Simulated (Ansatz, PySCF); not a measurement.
Dissociation curve of Be2, singlet.

Computed with: RKS-LDA (SVWN5)/6-31G* = restricted LDA (SVWN5)/6-31G*, spherical d run with PySCF 2.14.0; UKS-B3LYP/6-31G* = unrestricted B3LYP/6-31G*, spherical d in PySCF 2.14.0; UKS-LDA (SVWN5)/6-31G* = PySCF with unrestricted LDA (SVWN5)/6-31G*, spherical d; FCI = full CI/aug-cc-pVTZ, frozen core in Ansatz (an electronic-structure program).

Energies relative to the lowest point of each curve near equilibrium, in kcal/mol; the last columns give the difference from FCI:

```tsv
R / Å	RKS-LDA (SVWN5)/6-31G*	UKS-B3LYP/6-31G*	UKS-LDA (SVWN5)/6-31G*	FCI	RKS-LDA (SVWN5)/6-31G* − FCI	UKS-B3LYP/6-31G* − FCI	UKS-LDA (SVWN5)/6-31G* − FCI
1.89	15.0	11.2	13.4	13.9	1.1	-2.7	-0.5
2.02	7.0	4.4	6.5	6.6	0.3	-2.2	-0.1
2.15	2.6	1.0	2.6	2.7	-0.1	-1.7	-0.1
2.26	0.7	1.4	0.7	1.0	-0.3	0.4	-0.3
2.38	0.0	0.3	0.0	0.2	-0.2	0.1	-0.2
2.40	0.0	0.2	0.0	0.1	-0.1	0.1	-0.1
2.52	0.3	0.0	0.3	0.0	0.3	0.0	0.3
2.64	1.0	0.2	1.0	0.1	0.8	0.0	0.8
2.67	1.2	0.3	1.2	0.2	1.0	0.1	1.0
2.78	2.2	0.7	2.2	0.4	1.7	0.2	1.7
2.91	3.4	1.2	3.4	0.7	2.7	0.5	2.7
3.09	5.0	1.9	5.0	1.0	4.1	1.0	4.1
3.43	7.7	3.0	7.7	1.3	6.5	1.8	6.5
3.77	9.7	3.7	9.7	1.4	8.3	2.3	8.3
4.15	11.2	4.2	11.2	1.5	9.7	2.7	9.7
4.50	12.1	4.5	12.1	1.7	10.5	2.8	10.5
5.11	13.0	4.7	13.0	1.8	11.2	2.9	11.2
5.55	13.3	4.8	13.3	1.9	11.4	2.9	11.4
6.19	13.5	4.8	13.5	2.0	11.5	2.9	11.5
6.83	13.5	4.8	13.5	2.0	11.5	2.8	11.5
7.43	13.5	4.8	13.5	2.0	11.5	2.8	11.5
```

RKS-LDA (SVWN5)/6-31G* is furthest from FCI at 6.83 (11.5 kcal/mol, above); its mean absolute difference over the points is 5.0 kcal/mol.

UKS-B3LYP/6-31G* is furthest from FCI at 5.55 (2.9 kcal/mol, above); its mean absolute difference over the points is 1.6 kcal/mol.

UKS-LDA (SVWN5)/6-31G* is furthest from FCI at 6.83 (11.5 kcal/mol, above); its mean absolute difference over the points is 5.0 kcal/mol.

The unrestricted solution behind UKS-B3LYP/6-31G* changes between 2.15 and 2.26 Å, which can leave a kink. The unrestricted determinant behind UKS-B3LYP/6-31G* is spin-contaminated at 1.89 to 2.15 Å (<S²> up to 0.7, against 0.00 for a pure singlet). The unrestricted determinant behind UKS-LDA (SVWN5)/6-31G* is spin-contaminated at 1.89 to 2.02 Å (<S²> up to 0.5, against 0.00 for a pure singlet). Also computed but left out beside FCI, since their determinant holds another spin at the minimum (<S²> over 0.7 above the pure value): UHF, UMP2, UMP2/6-31G*.
